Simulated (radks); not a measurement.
Results of a calculation; reference values are marked as such.
How relativity changes the ionisation of the magnesium ion Mg2+ ([Ne]) to Mg3+ ([He] 2s2 2p5). Spin-unpolarised spherical Kohn-Sham, PBE, point nucleus unless stated (finite: rms radius 3.057 fm), a radial shooting solver on a logarithmic mesh with Libxc functionals. A level marked "c x" has the speed of light scaled by that factor and shares open shells by 2j + 1; other Dirac levels either fill j = l - 1/2 first or share by 2j + 1.

level                               E(Mg2+) (hartree)  E(Mg3+) (hartree)  IE (eV)   HOMO  <r> HOMO (bohr)
non-rel.                                   -199.11174         -196.12776   81.198     2p           0.6841
scalar-rel.                                -199.43515         -196.45161   81.186     2p           0.6837
scalar-rel., finite nucleus                -199.43505         -196.45151   81.186     2p           0.6837
Dirac, 2j+1 shares                         -199.43527         -196.45172   81.187  2p3/2           0.6845
Dirac, low j first                         -199.43527         -196.45568   81.079  2p3/2           0.6845
Dirac, 2j+1 shares, finite nucleus         -199.43518         -196.45162   81.187  2p3/2           0.6845
Dirac, c x 1.25                            -199.31852         -196.33481   81.191  2p3/2           0.6843
Dirac, c x 1.5                             -199.25523         -196.27144   81.193  2p3/2           0.6843
Dirac, c x 5                               -199.12463         -196.14067   81.198  2p3/2           0.6841

NIST Atomic Spectra Database: 80.144 eV (measured). The relativistic part of the total energy of Mg2+ is -0.3234 hartree (Dirac, 2j+1 shares, finite nucleus), 0.16 % of the non-relativistic value. Spin polarisation and multiplet splitting of open shells are left out at every level.

Beside tabulated values, note that spin-unpolarised runs miss the spin-polarisation part of the exchange energy of open shells.
